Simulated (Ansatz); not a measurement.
Cost and result for the atomization energy of `[CH3][SnH2][SiH2]N` (13 atoms, 12 bonds).

Cartesian coordinates in Å:
```
C -0.043 2.215 -0.314
Sn -0.514 0.308 -1.192
Si -0.403 -1.574 0.570
N 1.118 -1.753 1.373
H 0.949 2.183 0.137
H -0.775 2.462 0.455
H -0.058 2.991 -1.080
H 0.620 0.023 -2.451
H -2.059 0.426 -1.929
H -1.417 -1.293 1.623
H -0.728 -2.870 -0.086
H 1.389 -1.062 2.055
H 1.920 -2.054 0.841
```

Charge 0, multiplicity 1. Correlated methods include outer-core shells of Sn, which these sets cover unevenly. Sn: def2 effective core potential. All single points use the PBE0-D4/def2-TZVP geometry. It is one conformer, not always the lowest. Program: Ansatz. All runs use 4 threads of an Arm Neoverse V1 on a shared host. Times are those of one run each, without the atoms' runs, and a repeat can differ threefold. Electronic energies, without spin–orbit coupling; frozen cores. CCSD(T)/CBS adds CCSD(T) − MP2 in def2-TZVPP to the MP2 limit, and its time is that of the two runs behind it. T1 = 0.012. With those shells the extrapolation isn't a true limit. B3LYP takes the VWN-RPA correlation (the form of Gaussian; ORCA's B3LYP/G).

CCSD(T)/CBS is a level of theory with its own doubt, some kJ/mol a heavy atom from the limit and from the frozen cores, so smaller differences don't rank the functionals.

| level | functions | wall time | atomization (kcal/mol) | difference from CCSD(T)/CBS | per bond |
| --- | --- | --- | --- | --- | --- |
| PBE-D4/def2-TZVPP (with forces) | 280 | 3.4 s | 971.7 | -3.7 | -0.3 |
| PBE0-D4/def2-TZVPP | 280 | 4.4 s | 963.0 | -12.4 | -1.0 |
| r2SCAN-D4/def2-TZVPP (with forces) | 280 | 7 s | 966.5 | -8.9 | -0.7 |
| B3LYP-D4/def2-TZVPP (with forces) | 280 | 7 s | 970.8 | -4.6 | -0.4 |
| B2PLYP/def2-TZVPP | 280 | 8.5 s | 956.8 | -18.6 | -1.6 |
| ωB97X-V/def2-TZVPP | 280 | 12 s | 977.3 | 1.9 | 0.2 |
| ωB97M-V/def2-TZVPP (with forces) | 280 | 17 s | 971.7 | -3.7 | -0.3 |
| MP2/def2-QZVPP | 536 | 30 s | 958.0 | -17.4 | -1.4 |
| CCSD(T)/def2-TZVPP | 280 | 6.3 min | 948.5 | -26.9 | -2.2 |
| CCSD(T)/CBS(def2) | – | 6.8 min | 975.4 | 0.0 | 0.0 |

In def2-TZVPP, CCSD(T) changes the Hartree–Fock value by +245.5 kcal/mol (the triples alone add +11.2 kcal/mol) and MP2 by +238.9 kcal/mol; breaking electron pairs costs correlation energy, which Hartree–Fock lacks. The D4 term adds +10.0 kcal/mol with B3LYP and +5.3 kcal/mol with PBE0; it sums over pairs of atoms, weighted by their polarisabilities, and B3LYP, whose exchange is more repulsive, gets the larger term. From PBE to PBE0 (25 % exact exchange), in def2-TZVPP and without D4, the atomization energy moves by −7.8 kcal/mol: exact exchange takes away binding that semilocal exchange gives to molecules.

Spin–orbit coupling would lower the free Sn atoms strongly, and the atomization energy with them, by more than many differences here. For some Ge, Se and Sn compounds the MP2-based and the directly extrapolated limit differ by 10 to 25 kJ/mol.
